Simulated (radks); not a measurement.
Spherical quantum dot in the effective-mass picture: electrons in a well V = -V0 / (1 + exp((r - R)/a)) with V0 = 17.5, R = 2.3, a = 0.24, all in effective atomic units (hartree* = m*/eps^2 hartree, bohr* = eps/m* bohr), one dielectric constant everywhere. Calculated with a radial shooting solver with Libxc functionals: non-relativistic Kohn-Sham, LDA (Slater exchange, Perdew-Wang correlation), spin-polarised, spherical densities. Levels are named by radial order and angular momentum (1s, 1p, 1d, 2s, ...), and open shells are averaged over m. Results are scaled to m* = 0.429 and eps = 18, for which hartree* = 36.03 meV and bohr* = 2.22 nm.

N = 18, configuration 1s2 1p6 1d10. This is the lowest configuration that the search found. Occupied and some empty levels:

level  occupation  eigenvalue (meV)  <r> (nm)
1s              2           -195.99     2.946
1p              6           -169.88     3.287
1d             10           -132.44     3.540
2s              0           -96.417     2.676
1f              0           -85.953     3.749
2p              0           -41.116     3.118

Energy (meV): total -6076.06, kinetic 1267.6, external -10401, Hartree 3468.9, exchange-correlation -411.84.
